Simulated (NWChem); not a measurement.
# Lowest excitation of Cl₂Si

```
Si
Cl 1 2.1112
Cl 1 2.1112 2 101.95
```
Charge 0, spin multiplicity 1.

The numbers come from NWChem runs, not from measurements. The geometry was optimised at PBE/def2-SVP, a minimum by its harmonic frequencies.

Basis set: aug-cc-pVDZ.

The correlated methods keep 15 core orbitals frozen. B3LYP has NWChem's definition, with VWN1-RPA local correlation. The structure started from a generated list of species. Coupled-cluster values serve here as a point of comparison, not as the truth.

Q: For the lowest vertical singlet excitation energy, TD-LDA (SVWN5) gives 3.60 eV and TD-PBE gives 3.62 eV. What do EOM-CCSD, TD-B3LYP, CIS give?

A: EOM-CCSD: 3.96 eV; TD-B3LYP: 3.76 eV; CIS: 4.25 eV.
